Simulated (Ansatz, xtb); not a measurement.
F2H2NSi2: which of two isomers lies lower

We compare I, `F[Si]N[SiH]F`, a doublet, with II, `F[SiH](F)N=[SiH]`, a doublet. Both are isolated molecules in the gas phase, relaxed with PBE0-D3(BJ)/def2-SVP; the shapes shown needn't be the lowest conformers.

I (Å):

```xyz
7

F     0.8721    0.7937    0.6631
F    -2.8821   -0.2401   -1.7109
N    -1.0597   -0.7534    0.1993
Si    0.4078   -0.7237    1.1214
Si   -1.7157    0.5014   -0.8413
H    -1.6521   -1.5786    0.2994
H    -0.6684    0.9977   -1.7899
```

II (Å):

```xyz
7

F     2.2352    1.9835    2.0736
F     2.0088   -0.4795    1.3453
N     1.3560    1.4534   -0.4242
Si    1.3293    0.9756    1.1997
Si    0.6967    1.9175   -1.8020
H    -0.0096    0.9153    1.8201
H     1.6789    2.1698   -2.9411
```

Q: Estimate which is lower in electronic energy at CCSD(T)/def2-SVP + ΔMP2/def2-TZVPP, and by roughly how much.

A: Not settled: CCSD(T)/def2-SVP + ΔMP2/def2-TZVPP gives E(II) − E(I) = −3.1 kcal/mol, but this leans on the basis-set step: CCSD(T) alone gives −0.4 kcal/mol.

The same difference at several levels:

```json
{"level": "PBE0-D3(BJ)/def2-SVP", "geometry": "PBE0-D3(BJ)/def2-SVP", "E(II) − E(I) (kcal/mol)": "+2.5", "departure from the last row (kcal/mol)": "+5.6", "job, with rough time for the two": "optimisation, 55 s"}
{"level": "HF/def2-SVP", "geometry": "PBE0-D3(BJ)/def2-SVP", "E(II) − E(I) (kcal/mol)": "+3.9", "departure from the last row (kcal/mol)": "+7.0", "job, with rough time for the two": "part of the CCSD(T) run"}
{"level": "MP2/def2-SVP", "geometry": "PBE0-D3(BJ)/def2-SVP", "E(II) − E(I) (kcal/mol)": "−1.9", "departure from the last row (kcal/mol)": "+1.2", "job, with rough time for the two": "part of the CCSD(T) run"}
{"level": "CCSD(T)/def2-SVP", "geometry": "PBE0-D3(BJ)/def2-SVP", "E(II) − E(I) (kcal/mol)": "−0.4", "departure from the last row (kcal/mol)": "+2.7", "job, with rough time for the two": "single point"}
{"level": "CCSD(T)/def2-SVP + ΔMP2/def2-TZVPP", "geometry": "PBE0-D3(BJ)/def2-SVP", "E(II) − E(I) (kcal/mol)": "−3.1", "departure from the last row (kcal/mol)": "", "job, with rough time for the two": "single point, 38 s"}
```

As drawn, II has 1 N=Si, 1 Si–H in place of 1 N–Si, 1 N–H.

PBE0-D3(BJ)/def2-SVP, HF/def2-SVP put the two in the other order. CCSD(T)/def2-SVP finds them nearly level. The largest departure from CCSD(T)/def2-SVP + ΔMP2/def2-TZVPP is that of HF/def2-SVP, 7.0 kcal/mol. Levels run at GFN2-xTB geometries aren't shown. The last row adds to CCSD(T) the change of the MP2 difference between the two basis sets, here −2.7 kcal/mol.

With harmonic frequencies from PBE0-D3(BJ)/def2-SVP (ideal gas, rigid rotor, one conformer each, 298.15 K, 1 atm): on the last row, ΔE + ΔZPE = −5.2 kcal/mol. A mode under 50 cm⁻¹ makes harmonic enthalpies and free energies unreliable, so none is given.

Open shells are spin-unrestricted. The correlated steps freeze 13 core orbitals. Programs: Ansatz 0.2.0; the last row on 2 threads of Intel(R) Xeon(R) 6975P-C (Granite Rapids) on a shared host.
